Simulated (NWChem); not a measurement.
Species: C3H7FSi; SMILES F[SiH2]C1CC1

```xyz
12

F     -0.7089     2.0632     0.1791
Si     0.4753     0.9443     0.1310
C     -0.1580    -0.6591    -0.5371
C      0.5171    -1.9456    -0.1066
C     -0.8632    -1.6442     0.3653
H      0.9546     0.7266     1.5283
H      1.5621     1.5089    -0.7195
H     -0.5049    -0.6395    -1.5768
H      0.6540    -2.7190    -0.8669
H      1.3349    -1.8919     0.6198
H     -1.6949    -2.2100    -0.0629
H     -1.0043    -1.3785     1.4179
```
Atoms are numbered in this order, from 1.

Results from NWChem. Pople sets run with spherical d functions. Coordinates come from a PBE0/def2-SVP optimisation. No frequency run checked for a minimum. Isotropic polarisability at PBE0/6-31+G*. A Cauchy series cut after its second term is a line in ω².

| row | ω² (10⁻³ Ha²) | α (bohr³) |
|---|---|---|
| static | 0.00 | 55.64 |
| 1065 nm | 1.83 | 56.10 |
| 589 nm | 5.98 | 57.17 |
| 400 nm | 12.97 | withheld |

Fit a straight line of the last column on the one before it, predict the withheld value, and compare with the run.


1. Means of the 3 shown rows: x = 2.603, y = 56.303. Slope Σ(x − x̄)(y − ȳ)/Σ(x − x̄)² = 4.811/18.78 = 0.2562; intercept 55.636.
2. The shown rows scatter about the line by 0.004 (root mean square); the largest residual is 0.00, at 1065 nm.
3. At x = 12.97 (400 nm; beyond the shown range) the line gives 58.96.
4. The run gives 59.13, +0.17 from the line. The intercept estimates α(0), and the slope, 256 bohr³/Ha², the next Cauchy moment.
